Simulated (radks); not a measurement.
Q: The barium ion Ba15+, 41 electrons, occupied as [Kr] 4d5 (the NIST ground configuration). All-electron calculation, scalar-relativistic Kohn-Sham, SCAN, spin-polarised, spherical densities, finite nucleus; open shells are filled with parallel spins first (spin-orbit coupling, left out, can overturn this in heavy ions); meta-GGA in the generalised Kohn-Sham scheme; Fermi nuclear charge, rms radius 4.8378 fm. Program: a radial shooting solver on a logarithmic mesh with Libxc functionals. Some entries of the table are withheld. Estimate them.

| orbital | occ. | eigenvalue (hartree) | <r> (bohr) | <r^2> (bohr^2) |
|---|---|---|---|---|
| 1s up | 1 | -1383.624 | 0.02558 | 0.0008887 |
| 1s down | 1 | -1383.619 | 0.02558 | 0.0008887 |
| 2s up | 1 | -229.6231 | 0.1097 | 0.01419 |
| 2s down | 1 | -229.5295 | 0.1096 | 0.01418 |
| 2p up | 3 | -207.0300 | 0.09616 | 0.01129 |
| 2p down | 3 | -206.9482 | 0.09615 | 0.01128 |
| 3s up | 1 | -57.92287 | 0.2904 | 0.09640 |
| 3s down | 1 | -57.87677 | 0.2903 | 0.09628 |
| 3p up | 3 | -50.62439 | 0.2885 | 0.09645 |
| 3p down | 3 | -50.56639 | 0.2883 | 0.09627 |
| 3d up | 5 | (1) | 0.2650 | 0.08278 |
| 3d down | 5 | (2) | 0.2649 | 0.08264 |
| 4s up | 1 | -20.09317 | 0.6476 | (3) |
| 4s down | 1 | -19.69372 | 0.6480 | (4) |
| 4p up | 3 | -17.60165 | 0.6756 | 0.5153 |
| 4p down | 3 | -17.20534 | 0.6765 | 0.5171 |
| 4d up | 5 | -13.94007 | 0.7141 | 0.5827 |

A: 
(1) 3d up eigenvalue (hartree): -40.11522
(2) 3d down eigenvalue (hartree): -40.01734
(3) 4s up <r^2> (bohr^2): 0.4706
(4) 4s down <r^2> (bohr^2): 0.4717
